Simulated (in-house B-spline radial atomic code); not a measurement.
N. Computed with a B-spline radial atomic code. Model: non-relativistic spherical atom: semilocal Troullier-Martins pseudo-atom, one channel per l, against all electrons, high spin, G0W0 and RPA with empty states to l = 8, local potential for every l without a channel, a model core (radius 0 = none) keeps its share of the functional.

What the tables leave out is listed at the end.

The pseudopotential gives back the lowest level of each angular momentum of its own functional in the configuration it was made in; a second state of the same l is only approximately right. Exact exchange, RPA and GW see the smooth pseudo-orbitals and miss the exchange with the core, for which the functional's share stands in. The column with an uncorrelated core keeps all orbitals and exact exchange, and so separates missing core correlation from pseudisation. Only the three outermost levels and the lowest empty one were computed. RPA here is direct RPA, with no exchange kernel, and its energies carry an (l + 1/2)⁻⁴ tail. A hybrid on a potential with a model core restores only its own semilocal share of the core's exchange.

Command:
```bash
python run_psgw.py task.json out
```
Settings (lengths in bohr, energies in hartree):
```
Z                      7
electrons              7
configuration          [He] 2s2 2p3
generated_in           [He] 2s2 2p3
functional             pbe,pbe
core_shells            1
radius_factor          0.8
core_correction        True
```

Time taken, with all properties: 16 s on 1 thread of Arm Neoverse N1, on a shared host.

Given: made with PBE; model core radius 0.429 bohr; local radius 0.865 bohr; mean-field start PBE.

Valence shells of the generating configuration: 2s, 2p.

Channel: s 0.811, p 1.173 (radii in bohr).

Computed: largest level miss in the spin-unpolarised generating configuration 0 eV; valence RPA correlation energy pseudo -0.23882 hartree; all-electron RPA polarisability, core included 7.031 bohr³; pseudo-atom RPA polarisability 7.0075 bohr³.

```csv
level,occupied,mean-field all-electron (eV),mean-field pseudo minus all (eV),G0W0 all-electron (eV),G0W0 uncorrelated core minus all (eV),G0W0 pseudo minus all (eV),exchange self-energy all-electron (eV),exchange self-energy pseudo (eV)
2p up,1,-8.3043,-0.02,-13.532,0.052,0.095,-25.378,-24.799
2s down,1,-15.281,0.087,-20.373,0.046,-0.02,-19.991,-18.116
2p down (empty),0,-4.1347,0.079,-0.026138,0.05,-0.147,-4.0458,-3.4996
```

(1) What is the valence RPA correlation energy all-electron orbitals?

Given: mean-field start PBE0.

Computed: valence RPA correlation energy all-electron orbitals -0.21539 hartree; valence RPA correlation energy pseudo -0.21896 hartree; pseudo-atom RPA polarisability 5.8102 bohr³.

| level | occupied | mean-field all-electron (eV) | mean-field pseudo minus all (eV) | G0W0 all-electron (eV) | G0W0 uncorrelated core minus all (eV) | G0W0 pseudo minus all (eV) | exchange self-energy all-electron (eV) | exchange self-energy pseudo (eV) |
| --- | --- | --- | --- | --- | --- | --- | --- | --- |
| 2p up | 1 | -10.216 | 0.003 | -14.207 | 0.057 | 0.108 | -25.516 | -24.876 |
| 2s down | 1 | -16.81 | 0.1 | -20.739 | 0.052 | 0.015 | -19.908 | -18.063 |

(2) What is the all-electron RPA polarisability, core included?

Results:

(1) -0.23434 hartree.

(2) 5.783 bohr³.

Among the listed levels the largest G0W0 shift of the pseudo-atom is -0.15 eV, for 2p down (empty) on the PBE start, while leaving the core uncorrelated moves that level by +0.05 eV. The rest, -0.20 eV, comes from pseudisation and the lost core exchange. Not in the tables (levels of low weight, unsolved or above zero; the highest and the empty levels are kept at any weight): on PBE the G0W0 levels 2s up (pseudo minus all -0.00 eV, weights 0.16 and 0.16); on PBE0 the G0W0 levels 2s up (pseudo minus all +0.01 eV, weights 0.34 and 0.35), 2p down (pseudo minus all -0.07 eV, weights 0.90 and 0.90); no Hartree-Fock pseudo-atom is run with a model core.
